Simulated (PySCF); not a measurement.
Cartesian coordinates in Å; atom numbers follow the order of the lines, from 1:
```xyz
38

Si   -0.0056   -0.0069   -0.4231
H    -0.0105   -0.0094    1.0818
N     1.6157   -0.0184   -1.0367
C     2.8052    0.5679   -0.4435
C     3.3971   -0.3064    0.6621
C     2.5198    1.9767    0.0610
H     1.8092   -0.8185   -1.6294
H     3.5660    0.6580   -1.2418
H     2.6885   -0.3941    1.5016
H     4.3403    0.1097    1.0516
H     3.6018   -1.3217    0.2884
H     1.7608    1.9657    0.8603
H     3.4299    2.4371    0.4744
H     2.1454    2.6176   -0.7508
N    -0.8024    1.4038   -1.0396
C    -1.8931    2.1526   -0.4405
C    -1.4099    3.1272    0.6336
C    -2.9581    1.2114    0.1082
H    -0.2088    1.9619   -1.6439
H    -2.3704    2.7484   -1.2416
H    -0.9591    2.5767    1.4753
H    -2.2351    3.7421    1.0287
H    -0.6436    3.8061    0.2283
H    -2.5528    0.5820    0.9173
H    -3.8062    1.7781    0.5215
H    -3.3374    0.5440   -0.6796
N    -0.8243   -1.4031   -1.0443
C    -0.9196   -2.7271   -0.4544
C    -1.9947   -2.8069    0.6294
C     0.4338   -3.1817    0.0776
H    -1.6003   -1.1701   -1.6545
H    -1.2039   -3.4319   -1.2585
H    -1.7354   -2.1507    1.4761
H    -2.1120   -3.8332    1.0132
H    -2.9686   -2.4765    0.2363
H     0.7859   -2.5186    0.8848
H     0.3704   -4.1998    0.4900
H     1.1923   -3.1767   -0.7189
```

Non-relativistic, averaged over atoms made equivalent by symmetry, fast rotation or ring inversion, a single conformation, isolated molecule. PBE0-D3(BJ)/def2-SVP geometry; σ from GIAO-B3LYP/pcSseg-1; PySCF.

Shifts are taken against calculated references (same method and geometry level): TMS for 13C (σ = 179.24 ppm), 1H (σ = 31.38 ppm), 29Si (σ = 337.86 ppm); 15N (σ = 263.54 ppm) against NH3.

```tsv
atoms	nucleus	count	δ (ppm)
H9/H10/H11/H12/H13/H14/H21/H22/H23/H24/H25/H26/H33/H34/H35/H36/H37/H38	1H	18	1.21
H7/H19/H31	1H	3	0.31
Si1	29Si	1	?
C4/C16/C28	13C	3	48.6
C5/C6/C17/C18/C29/C30	13C	6	28.8
H2	1H	1	5.86
H8/H20/H32	1H	3	?
N3/N15/N27	15N	3	71.9
```

Problem. Fill in the missing shifts.

Solution. 
- H8/H20/H32: 2.97 ppm, hydrogen on a carbon bonded to 2 C, N
- Si1: -53.1 ppm, silicon bonded to 3 N, H

OH/NH shifts are gas-phase values; hydrogen bonding in solution moves them, usually downfield. Shifts are as computed. Against solution values, carbons near 30 ppm lie about +2 ppm off and those near 130 ppm about +6 ppm. Of 1211 compounds with measured shifts, 218 miss one by over three times the rms of a fit or turn the order of signals round; such compounds aren't used in these exercises. Experimental scales use liquid or dissolved standards, which lie at an offset from isolated NH3 (liquid NH3: subtract about 20 ppm).
